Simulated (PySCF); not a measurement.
PySCF input (TPSSh/def2-TZVPD):

```python
from pyscf import gto, scf, dft

mol = gto.M(
    atom='''
    C    -0.98503697   -1.11307039   -0.39451663
    C     0.21012294   -0.30689869   -0.04069099
    C     1.54513429   -0.95689555   -0.00108291
    C     0.07677189    1.08365598    0.25939625
    O    -0.99025190    1.69933879    0.24979525
    H    -1.10826021   -1.94818311    0.30391195
    H    -1.88390697   -0.50064779   -0.38109857
    H    -0.86911854   -1.56011752   -1.38805148
    H     1.79495792   -1.39671323   -0.97327723
    H     2.33358310   -0.25461153    0.27143080
    H     1.55601556   -1.78445539    0.71727601
    H     1.01679149    1.60927009    0.51281225
    ''',
    basis='def2-tzvpd',
    charge=0,
    spin=1,
    verbose=4,
)

mf = dft.UKS(mol, xc='tpssh').density_fit(auxbasis='def2-universal-jkfit')
mf.grids.level = 3
mf.conv_tol = 1e-9
mf.max_cycle = 100
mf.max_memory = 1500
mf.kernel()
if not mf.converged:
    mf = mf.newton()
    mf.kernel(mf.make_rdm1())
for _ in range(2):
    mo, _, stable, _ = mf.stability(return_status=True)
    if stable:
        break
    mf.kernel(mf.make_rdm1(mo, mf.mo_occ))
mf.analyze()
```

Output:

```
PySCF version 2.14.0

[INPUT] verbose = 4
[INPUT] num. atoms = 12
[INPUT] num. electrons = 39
[INPUT] charge = 0
[INPUT] spin (= nelec alpha-beta = 2S) = 1
[INPUT] symmetry False subgroup None
[INPUT] Mole.unit = angstrom
[INPUT] Symbol           X                Y                Z      unit          X                Y                Z       unit  Magmom
[INPUT]  1 C     -0.985036970000  -1.113070390000  -0.394516630000 AA   -1.861450095871  -2.103398194463  -0.745528382286 Bohr   0.0
[INPUT]  2 C      0.210122940000  -0.306898690000  -0.040690990000 AA    0.397074809088  -0.579954472088  -0.076894826837 Bohr   0.0
[INPUT]  3 C      1.545134290000  -0.956895550000  -0.001082910000 AA    2.919880633774  -1.808270519315  -0.002046403318 Bohr   0.0
[INPUT]  4 C      0.076771890000   1.083655980000   0.259396250000 AA    0.145077846165   2.047813015447   0.490187870239 Bohr   0.0
[INPUT]  5 O     -0.990251900000   1.699338790000   0.249795250000 AA   -1.871304885330   3.211284905950   0.472044609717 Bohr   0.0
[INPUT]  6 H     -1.108260210000  -1.948183110000   0.303911950000 AA   -2.094308271653  -3.681532518403   0.574310351483 Bohr   0.0
[INPUT]  7 H     -1.883906970000  -0.500647790000  -0.381098570000 AA   -3.560068217459  -0.946087207969  -0.720171923763 Bohr   0.0
[INPUT]  8 H     -0.869118540000  -1.560117520000  -1.388051480000 AA   -1.642396010382  -2.948194834936  -2.623037143997 Bohr   0.0
[INPUT]  9 H      1.794957920000  -1.396713230000  -0.973277230000 AA    3.391978873919  -2.639405479257  -1.839227407975 Bohr   0.0
[INPUT] 10 H      2.333583100000  -0.254611530000   0.271430800000 AA    4.409832947914  -0.481146059856   0.512929873772 Bohr   0.0
[INPUT] 11 H      1.556015560000  -1.784455390000   0.717276010000 AA    2.940443253962  -3.372131968604   1.355455214621 Bohr   0.0
[INPUT] 12 H      1.016791490000   1.609270090000   0.512812250000 AA    1.921457441888   3.041079730554   0.969074705822 Bohr   0.0

nuclear repulsion = 167.296580712975
number of shells = 101
number of NR pGTOs = 340
number of NR cGTOs = 251
basis = def2-tzvpd
ecp = {}

******** <class 'pyscf.df.df_jk.DFUKS'> ********
method = DFUKS
initial guess = minao
damping factor = 0
level_shift factor = 0
DIIS = <class 'pyscf.scf.diis.CDIIS'>
diis_start_cycle = 1
diis_space = 8
diis_damp = 0
SCF conv_tol = 1e-09
SCF conv_tol_grad = None
SCF max_cycles = 100
direct_scf = False
number electrons alpha = 20  beta = 19
XC library pyscf.dft.libxc version 7.1.2
    S. Lehtola, C. Steigemann, M. J. T. Oliveira, and M. A. L. Marques,  SoftwareX 7, 1–5 (2018)
XC functionals = tpssh
    V. N. Staroverov, G. E. Scuseria, J. Tao, and J. P. Perdew,  J. Chem. Phys. 119, 12129 (2003)
radial grids:
    Treutler-Ahlrichs [JCP 102, 346 (1995); DOI:10.1063/1.469408] (M4) radial grids

becke partition: Becke, JCP 88, 2547 (1988); DOI:10.1063/1.454033
pruning grids: <function nwchem_prune>
grids dens level: 3
symmetrized grids: False
atomic radii adjust function: <function treutler_atomic_radii_adjust>
small_rho_cutoff = 0
Set gradient conv threshold to 3.16228e-05
tot grids = 139216
******** <class 'pyscf.df.df.DF'> ********
[...]
  beta  nocc = 19  HOMO = -0.234760066853887  LUMO = -0.127756746539898
  HOMO = -0.220943018585  LUMO = -0.12775674654  gap/eV = 2.53573
Extra cycle  E= -231.922787576224  delta_E= 1.75e-10  |g|= 2.83e-05  |ddm|= 5.24e-05
converged SCF energy = -231.922787576224  <S^2> = 0.76275521  2S+1 = 2.0127148
uhf_internal: lowest eigs of H = [0.10985689 0.28229794 0.3703535 ]
<class 'pyscf.df.df_jk.DFUKS'> wavefunction is stable in the internal stability analysis
**** SCF Summaries ****
Total Energy =                        -231.922787576224067
Nuclear Repulsion Energy =             167.296580712975327
One-electron Energy =                 -644.325469099690622
Two-electron Energy =                  245.106100810491228
Two-electron Coulomb Energy =          278.048918816454943
DFT Exchange-Correlation Energy =      -32.942818005963716
HOMO-LUMO gap [eV] =                     2.535727620393292
**** MO energy ****
                             alpha | beta                alpha | beta
MO #1   energy= -19.0450055277262  | -19.0359733887575  occ= 1 | 1
MO #2   energy= -10.1781885357405  | -10.1795269412951  occ= 1 | 1
MO #3   energy= -10.1559482501992  | -10.1448812592426  occ= 1 | 1
MO #4   energy= -10.1290119386293  | -10.129749216827   occ= 1 | 1
MO #5   energy= -10.1186027959843  | -10.1192849890637  occ= 1 | 1
MO #6   energy= -1.01114059566721  | -0.99633029412913  occ= 1 | 1
MO #7   energy= -0.806920632103981 | -0.791320433146236 occ= 1 | 1
MO #8   energy= -0.698370696091832 | -0.696977856812129 occ= 1 | 1
MO #9   energy= -0.647778740426631 | -0.638339243018105 occ= 1 | 1
MO #10  energy= -0.521800240080061 | -0.513990111317479 occ= 1 | 1
MO #11  energy= -0.46665202433342  | -0.463327884236215 occ= 1 | 1
MO #12  energy= -0.449488340032555 | -0.431815388944091 occ= 1 | 1
MO #13  energy= -0.438300882844756 | -0.43095683226818  occ= 1 | 1
MO #14  energy= -0.393914776124414 | -0.387834005693768 occ= 1 | 1
MO #15  energy= -0.391038068626384 | -0.387425875157189 occ= 1 | 1
MO #16  energy= -0.376916200507508 | -0.370767809305337 occ= 1 | 1
MO #17  energy= -0.374456569971999 | -0.354554999316498 occ= 1 | 1
MO #18  energy= -0.356747296642667 | -0.346167538690144 occ= 1 | 1
MO #19  energy= -0.242315118843543 | -0.234760066853887 occ= 1 | 1
MO #20  energy= -0.220943018585341 | -0.127756746539898 occ= 1 | 0
MO #21  energy= -0.00534644871722308 | -0.0014303112363514 occ= 0 | 0
MO #22  energy= -0.00343507294319874 | 0.0246638596154339 occ= 0 | 0
MO #23  energy= 0.026679335243377  | 0.027850347432485  occ= 0 | 0
MO #24  energy= 0.0342561707571799 | 0.035007616589558  occ= 0 | 0
MO #25  energy= 0.054901686172479  | 0.0573784639496747 occ= 0 | 0
MO #26  energy= 0.0618717415715947 | 0.0664924519452188 occ= 0 | 0
MO #27  energy= 0.0660230670078773 | 0.0670081880596561 occ= 0 | 0
MO #28  energy= 0.0794399382012374 | 0.0826982933647585 occ= 0 | 0
MO #29  energy= 0.0822772479659002 | 0.0834931261794714 occ= 0 | 0
MO #30  energy= 0.0990393209596383 | 0.101261783887357  occ= 0 | 0
MO #31  energy= 0.101594198970502  | 0.104064508641561  occ= 0 | 0
MO #32  energy= 0.122226958901908  | 0.12298093110418   occ= 0 | 0
MO #33  energy= 0.1223239842712    | 0.127036691961544  occ= 0 | 0
MO #34  energy= 0.133701584768302  | 0.134827491660488  occ= 0 | 0
MO #35  energy= 0.143282942136537  | 0.144829624534475  occ= 0 | 0
MO #36  energy= 0.148258618404423  | 0.149747099503503  occ= 0 | 0
MO #37  energy= 0.159029167855002  | 0.159514474495134  occ= 0 | 0
MO #38  energy= 0.174174855509827  | 0.175713064278297  occ= 0 | 0
MO #39  energy= 0.188801581693502  | 0.192076986177927  occ= 0 | 0
MO #40  energy= 0.190816779933154  | 0.199183338986977  occ= 0 | 0
MO #41  energy= 0.209543362252437  | 0.216220312929204  occ= 0 | 0
MO #42  energy= 0.216339910864997  | 0.219790851842599  occ= 0 | 0
MO #43  energy= 0.225390324505577  | 0.227324681535844  occ= 0 | 0
MO #44  energy= 0.226349848040499  | 0.228950465430653  occ= 0 | 0
MO #45  energy= 0.235550219445111  | 0.239228570185256  occ= 0 | 0
MO #46  energy= 0.246644239703915  | 0.249603361223491  occ= 0 | 0
MO #47  energy= 0.255204860249669  | 0.256771280879002  occ= 0 | 0
MO #48  energy= 0.26230935378096   | 0.266225407633898  occ= 0 | 0
MO #49  energy= 0.26814070099648   | 0.272647986297429  occ= 0 | 0
MO #50  energy= 0.272480531717794  | 0.275750811680299  occ= 0 | 0
MO #51  energy= 0.275706564997239  | 0.280006442570792  occ= 0 | 0
MO #52  energy= 0.278525761064821  | 0.28245920221935   occ= 0 | 0
MO #53  energy= 0.285636331352159  | 0.288720461433134  occ= 0 | 0
MO #54  energy= 0.294494548421337  | 0.29900312653807   occ= 0 | 0
MO #55  energy= 0.298252725131702  | 0.300145033701716  occ= 0 | 0
MO #56  energy= 0.31180338603713   | 0.314533186228446  occ= 0 | 0
MO #57  energy= 0.315746401353076  | 0.318186249432591  occ= 0 | 0
MO #58  energy= 0.317677244600116  | 0.321000008137595  occ= 0 | 0
MO #59  energy= 0.325315777318746  | 0.330253576182418  occ= 0 | 0
MO #60  energy= 0.336531448674729  | 0.340016126045412  occ= 0 | 0
MO #61  energy= 0.34204273195113   | 0.344696865837056  occ= 0 | 0
MO #62  energy= 0.370633648135131  | 0.373034321907948  occ= 0 | 0
MO #63  energy= 0.37408941334468   | 0.375599021479352  occ= 0 | 0
MO #64  energy= 0.374543880749091  | 0.376248502530297  occ= 0 | 0
MO #65  energy= 0.383309288871843  | 0.385611137398528  occ= 0 | 0
MO #66  energy= 0.396312704686348  | 0.398703235625152  occ= 0 | 0
MO #67  energy= 0.400407415801137  | 0.406085302947049  occ= 0 | 0
MO #68  energy= 0.407713236807311  | 0.412017075012586  occ= 0 | 0
MO #69  energy= 0.41173703257269   | 0.413921420378188  occ= 0 | 0
MO #70  energy= 0.423315919625507  | 0.425512526008019  occ= 0 | 0
MO #71  energy= 0.430731800392168  | 0.432342550553492  occ= 0 | 0
MO #72  energy= 0.431952666485554  | 0.43680750899289   occ= 0 | 0
MO #73  energy= 0.44368822002824   | 0.448610399036999  occ= 0 | 0
MO #74  energy= 0.449167030984131  | 0.451924202807272  occ= 0 | 0
MO #75  energy= 0.468802550509404  | 0.470463804540422  occ= 0 | 0
MO #76  energy= 0.470057925584584  | 0.478828841634093  occ= 0 | 0
MO #77  energy= 0.489110185686861  | 0.490581796320827  occ= 0 | 0
MO #78  energy= 0.489252297396775  | 0.495217478530693  occ= 0 | 0
MO #79  energy= 0.510123356276069  | 0.513415159519602  occ= 0 | 0
MO #80  energy= 0.519617711383503  | 0.52354062292574   occ= 0 | 0
MO #81  energy= 0.521324081866     | 0.524867528178537  occ= 0 | 0
MO #82  energy= 0.53294792797764   | 0.536876342597368  occ= 0 | 0
MO #83  energy= 0.554365520029093  | 0.557350825703337  occ= 0 | 0
MO #84  energy= 0.563292717317779  | 0.571491441604146  occ= 0 | 0
MO #85  energy= 0.578203306338495  | 0.580811303760461  occ= 0 | 0
MO #86  energy= 0.587182824525374  | 0.593069827833264  occ= 0 | 0
MO #87  energy= 0.599309180026229  | 0.601908554236294  occ= 0 | 0
MO #88  energy= 0.602048230191693  | 0.608838084420492  occ= 0 | 0
MO #89  energy= 0.605815097853695  | 0.609607751076703  occ= 0 | 0
MO #90  energy= 0.615337169193191  | 0.618004249356412  occ= 0 | 0
MO #91  energy= 0.645630027087335  | 0.648106728180519  occ= 0 | 0
MO #92  energy= 0.651670781512757  | 0.657256886353297  occ= 0 | 0
MO #93  energy= 0.673601895011255  | 0.675176499103326  occ= 0 | 0
MO #94  energy= 0.683035618225368  | 0.686205126449997  occ= 0 | 0
MO #95  energy= 0.686089140291571  | 0.689453824064641  occ= 0 | 0
MO #96  energy= 0.692770514390677  | 0.695697664857919  occ= 0 | 0
MO #97  energy= 0.699657039565717  | 0.702433011873931  occ= 0 | 0
MO #98  energy= 0.703485098802002  | 0.707908328543717  occ= 0 | 0
MO #99  energy= 0.711384698153458  | 0.719565445174637  occ= 0 | 0
MO #100 energy= 0.724603913933807  | 0.727189318214068  occ= 0 | 0
MO #101 energy= 0.733733768644712  | 0.736830734484614  occ= 0 | 0
MO #102 energy= 0.734406371684852  | 0.737762869211419  occ= 0 | 0
MO #103 energy= 0.736306708324492  | 0.740504351146629  occ= 0 | 0
MO #104 energy= 0.754415105244871  | 0.756330042918981  occ= 0 | 0
[...]
```

It need not be the lowest isomer of its formula.
